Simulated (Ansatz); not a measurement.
Geometry optimisation, RKS B3LYP-D4/def2-SVP in Ansatz.

Input:

```yaml
crystal:
  periodic: [false, false, false]
  atoms:
    - { symbol: Al, position_ang: [0.027643, 0.493872, -0.453893] }
    - { symbol: F, position_ang: [-0.03124, -0.008784, 2.376569] }
    - { symbol: O, position_ang: [1.586533, -0.104841, -0.761323] }
    - { symbol: H, position_ang: [1.757048, -0.98106, -1.117033] }
    - { symbol: H, position_ang: [-1.341208, -0.160901, -0.845345] }
    - { symbol: Cl, position_ang: [0.056428, 2.508693, 0.424108] }
    - { symbol: H, position_ang: [0.146896, 0.90142, 2.422217] }
basis:
  gaussian: { orbitals: def2-SVP }
hamiltonian:
  xc: b3lyp
  dispersion: d4
relax:
  f_tol: 0.03
  max_steps: 50
```

Run as:

```bash
$ ansatz run input.yaml --threads 1 --pin off --max-ram 2048MiB --backend cpu --events-out ev --progress --plain --runs-dir out
```

Question: Where does it end, and by what steps?

Answer: It converged. After 10 steps the energy has fallen by 0.416 eV; F2 moved furthest, 0.50 Å. Joined: Al1–F2 (2.88 → 2.02 Å).

| step | energy less start (eV) | largest force component (eV/Å) | accepted |
| --- | --- | --- | --- |
| 0 | 0.0000 | 0.900 | yes |
| 1 | -0.1675 | 0.526 | yes |
| 2 | -0.3310 | 0.439 | yes |
| 3 | -0.3634 | 0.991 | yes |
| 4 | -0.4087 | 0.112 | yes |
| 5 | -0.4127 | 0.076 | yes |
| 6 | -0.4154 | 0.086 | yes |
| 7 | -0.4158 | 0.042 | yes |
| 8 | -0.4151 | 0.211 | no |
| 9 | -0.4162 | 0.045 | yes |
| 10 | -0.4164 | 0.010 | yes |

```xyz
7
Properties=species:S:1:pos:R:3
Al 0.035 0.401 -0.112
F 0.007 0.027 1.875
O 1.567 -0.149 -0.605
H 1.764 -0.921 -1.141
H -1.336 -0.155 -0.630
Cl 0.095 2.471 0.595
H 0.070 0.974 2.064
```

Whether the end is a true minimum wasn't checked by a vibrational analysis.

Time of the run: 40 s on 1 thread of Arm Neoverse V1, on a shared host, peak memory 0.15 GiB.
